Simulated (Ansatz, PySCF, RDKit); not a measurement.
Torsion C1–C2–C3–C4 in C4H6 (SMILES C=CC=C); at each angle all else is relaxed with GFN2-xTB, and the levels are single points there.
Geometry at 180° (charge 0, multiplicity 1):
```xyz
10

C      1.303     1.115     0.642
C      0.506     0.060     0.513
C     -0.507    -0.060    -0.513
C     -1.303    -1.115    -0.642
H      1.235     1.958    -0.028
H      2.049     1.178     1.415
H      0.592    -0.775     1.197
H     -0.592     0.775    -1.197
H     -2.049    -1.178    -1.415
H     -1.235    -1.958     0.028
```

On the grid 0° to 180°, 100° is the highest and 180° the lowest point at MP2/CBS(cc-pVTZ, cc-pVQZ) + ΔCCSD(T)/cc-pVTZ.

Frozen-core correlation. Rows in 3-21G carry no dispersion term and start afresh at each structure.

Codes used: Ansatz (Gaussian orbitals); PySCF for 3-21G rows, M06-2X, the dispersion terms; RDKit for the force fields. Each number belongs to the level named beside it.

| level | energy at 100° less that at 180° (kcal/mol) |
|---|---|
| UFF | 8.70 |
| HF/3-21G | 5.60 |
| PBE-D3(BJ)/def2-TZVPP | 7.69 |
| r2SCAN-D3(BJ)/def2-TZVPP | 8.11 |
| M06-2X/def2-TZVPP | 6.56 |
| wB97X-V/def2-TZVPP | 5.89 |
| CCSD/cc-pVDZ | 6.08 |
| CCSD/cc-pVTZ | 6.00 |
| CCSD(T)/cc-pVDZ | ? |

**Question.** What belongs in the gaps?

**Answer.** 
- CCSD(T)/cc-pVDZ, energy at 100° less that at 180° (kcal/mol): 6.43

Ansatz is a quantum-chemistry and plane-wave program.
